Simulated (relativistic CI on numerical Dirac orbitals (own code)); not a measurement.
# Hyperfine structure of Au⁶⁰⁺, mass number 197

Method of calculation: Dirac-Coulomb-Breit CI, KLI orbitals optimised for each configuration, a model potential for QED, unscaled Slater integrals (own radial code, finite nucleus).

Configuration list (outside the closed core [Ne]): 3s2 3p6 3d, 3s2 3p5 3d2, 3s 3p6 3d2, 3s2 3p6 4s, 3s2 3p6 4p, 3s2 3p6 4d, 3s2 3p5 3d 4s, 3s2 3p6 4f, 3s2 3p5 3d 4p, 3p6 3d3, 3p5 3d4, 3p5 3d3 4s. Double excitations out of closed p, d and f shells are left out; levels of such configurations are missing from the list, as are those of other unlisted configurations, and high levels can miss mixing partners. These lack a partner that the ground configuration has and come out too high: 3s2 3p5 3d 4p.

Nuclear spin I = 3/2, μ = 0.1452 μN, Q = 0.547 b (tables of Stone and Pyykkö). The electronic factors are computed for point nuclear moments, without core polarisation or the Bohr-Weisskopf and QED corrections.

```json
{"Level": "3s2 3p6 3d 2D_3/2", "E (10³ cm⁻¹)": "0.0", "A (MHz)": "13580", "B (MHz)": "52400"}
{"Level": "3s2 3p6 3d 2D_5/2", "E (10³ cm⁻¹)": "848.3", "A (MHz)": "5311", "B (MHz)": "62100"}
{"Level": "3s2 3p5 3d2 4D°_1/2", "E (10³ cm⁻¹)": "2248.0", "A (MHz)": "2807", "B (MHz)": ""}
{"Level": "3s2 3p5 3d2 4G°_9/2", "E (10³ cm⁻¹)": "3057.8", "A (MHz)": "13280", "B (MHz)": "-265000"}
{"Level": "3s2 3p5 3d2 2H°_11/2", "E (10³ cm⁻¹)": "3154.5", "A (MHz)": "12810", "B (MHz)": "-186000"}
```

Levels with J = 0, under 50 % of one LS term, or S terms without an open s electron are left out. Small factors come from cancelling terms and can be off by tens of per cent or more.

At this charge energies of transitions that change n are usually good to better than 1 %, and those within a shell (Δn = 0) to a few per cent.

(1) Give the hyperfine levels of 3s2 3p6 3d 2D_3/2 relative to its centre of gravity.

Results:

(1) With K = F(F + 1) − I(I + 1) − J(J + 1), E = AK/2 + B[¾K(K + 1) − I(I + 1)J(J + 1)]/[2I(2I − 1)J(2J − 1)]: F = 0: 14540, F = 1: -24250, F = 2: -49460, F = 3: 43650 MHz.

LS names give the leading component of a level, which can be under half, so a name can repeat, a term be missing and a line seem to break the LS rules.
